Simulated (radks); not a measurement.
Problem. Species: Zn IV. Configuration: [Ar] 3d9. Method: Dirac Kohn-Sham, LDA (Slater exchange, Perdew-Zunger correlation), spin-unpolarised, spherical densities, finite nucleus; open shells fill j = l - 1/2 first; Fermi nuclear charge, rms radius 3.9283 fm; computed with a radial shooting solver on a logarithmic mesh with Libxc functionals.

Spin-orbit splittings of the eigenvalues, e(l+1/2) - e(l-1/2), with zeta = 2 splitting/(2l+1) and mean radii in bohr:

| shell | occ. | splitting (eV) | zeta (eV) | <r> j=l-1/2 | <r> j=l+1/2 |
|---|---|---|---|---|---|
| 2p | 6 | ? | ? | 0.1961 | 0.1995 |
| 3p | 6 | 3.124 | 2.083 | 0.7002 | 0.7106 |
| 3d | 9 | 0.3971 | 0.1588 | 0.8172 | 0.8221 |

Estimate the 2p splitting.

Solution. 23.82 eV (zeta = 15.88 eV).
